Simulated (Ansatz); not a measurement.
Start from `C1=CC1` and change one atom or group to get `[SiH3]OC1=CC1`.

Ansatz, PBE0-D4/def2-TZVP geometries, multiplicity 1. Each molecule was computed in one conformer, which needn't be the lowest.

```csv
property,`C1=CC1`
HOMO–LUMO gap (PBE0/def2-TZVPP) / eV,7.35
LUMO energy (B3LYP/def2-TZVPP) / eV,-0.15
HOMO energy (PBE/def2-TZVPP) / eV,-6.09
size of the dipole moment (ωB97M-V/def2-TZVPP) / D,0.51
HOMO–LUMO gap (ωB97M-V/def2-TZVPP) / eV,11.76
size of the dipole moment (PBE/def2-TZVPP) / D,0.49
```

Problem. What does the change do to each property? (An estimate is asked.)

Solution. The calculation gave: 
```tsv
property	`[SiH3]OC1=CC1`	shift
HOMO–LUMO gap (PBE0/def2-TZVPP) / eV	6.61	-0.74
LUMO energy (B3LYP/def2-TZVPP) / eV	-0.24	-0.09
HOMO energy (PBE/def2-TZVPP) / eV	-5.48	0.61
size of the dipole moment (ωB97M-V/def2-TZVPP) / D	0.77	0.26
HOMO–LUMO gap (ωB97M-V/def2-TZVPP) / eV	10.50	-1.26
size of the dipole moment (PBE/def2-TZVPP) / D	0.79	0.30
```

With PBE0 the HOMO rises by 0.60 eV and the LUMO falls by 0.13 eV, so the gap narrows by about 0.73 eV. PBE moves the HOMO by 0.61 eV and ωB97M-V by 0.64 eV. Dipoles are sizes alone; their direction can turn.

B3LYP here is the variant with VWN-RPA as its local correlation; programs differ in this.
